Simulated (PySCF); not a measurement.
Identify the unknown among the candidates.

All candidates are C6H8OSi.

* 1H NMR: chemical shifts (computed TMS as zero) by class: 7.21 (1 H), 6.78 (1 H), 6.60 (1 H), 6.59 (1 H), 6.41 (1 H), 5.28 (3 H) ppm [GIAO PBE0/pcSseg-1]
* UV, first state: lowest singlet excitation: 3.81 eV (326 nm, f = 0.014) [TDDFT CAM-B3LYP/def2-SVPD]
* Dipole: 1.33 D [CAM-B3LYP/def2-SVPD]
* Rotational structure: rotational constants A, B, C: 4.725, 0.992, 0.828 GHz [GFN2-xTB]
* 13C NMR: chemical shifts (computed TMS as zero) by class: 158.5 (1 C), 137.4 (1 C), 134.7 (1 C), 133.7 (1 C), 130.0 (1 C), 118.6 (1 C) ppm [GIAO PBE0/pcSseg-1]
* NMR, other nuclei: isotropic shieldings of nuclei other than C and H, by class: 209 (1 O), 385 (1 Si) ppm [GIAO PBE0/pcSseg-1]

Electronic properties: PySCF, gas phase, density fitting. Levels stand in brackets. Geometry: GFN2-xTB, one conformer, isolated molecule. NMR values are class means; diastereotopic atoms form classes of their own.

Task: Which candidate is it?
A. `[SiH3]O[C@@]12C=C[C@H]3[C@@H]1[C@H]32`
B. `C=C1CC(=C=O)[Si@@H]1C`
C. `[SiH3]OC=C1C=CC=C1`

Result: C. It is `[SiH3]OC=C1C=CC=C1`. Numbering: `[SiH3:1][O:2][CH:3]=[C:4]1[CH:5]=[CH:6][CH:7]=[CH:8]1`. Its formula, C6H8OSi, gives 4 degrees of unsaturation: 1 ring and 3 π bonds in the structure found. 6 carbons fall into 6 classes; from least to most shielded: vinylic carbon bearing oxygen [C3] (158.5 ppm), alkene CH carbon [C7] (137.4 ppm), fully substituted alkene carbon [C4] (134.7 ppm), alkene CH carbon [C6] (133.7 ppm), alkene CH carbon [C5] (130.0 ppm), alkene CH carbon [C8] (118.6 ppm). Hydrogen classes from least to most shielded: 1 H on a vinylic carbon bearing oxygen, C3 (7.21 ppm), 1 H on an alkene CH carbon, C7 (6.78 ppm), 1 H on an alkene CH carbon, C6 (6.60 ppm), 1 H on an alkene CH carbon, C8 (6.59 ppm), 1 H on an alkene CH carbon, C5 (6.41 ppm), 3 H on an oxygen-bound silicon, Si1 (5.28 ppm). The other shieldings belong to: 209 ppm, silyl ether oxygen [O2]; 385 ppm, oxygen-bound silicon [Si1]. S1 is mainly HOMO→LUMO (weight 0.99); the largest Löwdin shares of the orbital it empties are 0.26 on each of 2 atoms of one kind (alkene CH carbon), 0.18 on an alkene CH carbon and 0.15 on an alkene CH carbon, of the orbital it fills 0.26 on the vinylic carbon bearing oxygen, 0.13 on an alkene CH carbon and 0.11 on each of 2 atoms of one kind (alkene CH carbon). The optimised geometry has point group Cs and is an asymmetric top.

The others, at the same levels:
- `C=C1CC(=C=O)[Si@@H]1C` fails: its computed 13C shifts are 178.7 (1 C), 158.6 (1 C), 134.5 (1 C), 33.7 (1 C), 6.6 (1 C), 1.3 (1 C) ppm, 1H shifts are 6.02 (1 H), 5.81 (1 H), 5.81 (1 H), 3.80 (1 H), 3.74 (1 H), 0.58 (3 H) ppm and rotational constant A is 2.520 GHz (against 4.725 GHz).
- `[SiH3]O[C@@]12C=C[C@H]3[C@@H]1[C@H]32` fails: it has 5 carbon classes against 6; its computed 13C shifts are 140.9 (1 C), 138.3 (1 C), 75.6 (1 C), 56.8 (2 C), 28.1 (1 C) ppm, 1H shifts are 6.17 (1 H), 6.12 (1 H), 4.89 (3 H), 4.10 (2 H), 1.36 (1 H) ppm and smallest rotational constant is 1.084 GHz (against 0.828 GHz).

Each candidate is one conformer, not necessarily the lowest. The conformers computed, where there is a choice (atom-mapped SMILES and torsion angles):
- `[SiH3:1][O:2][CH:3]=[C:4]1[CH:5]=[CH:6][CH:7]=[CH:8]1`: Si1–O2–C3–C4 1°

The conformers of `[SiH3]O[C@@]12C=C[C@H]3[C@@H]1[C@H]32` aren't listed.
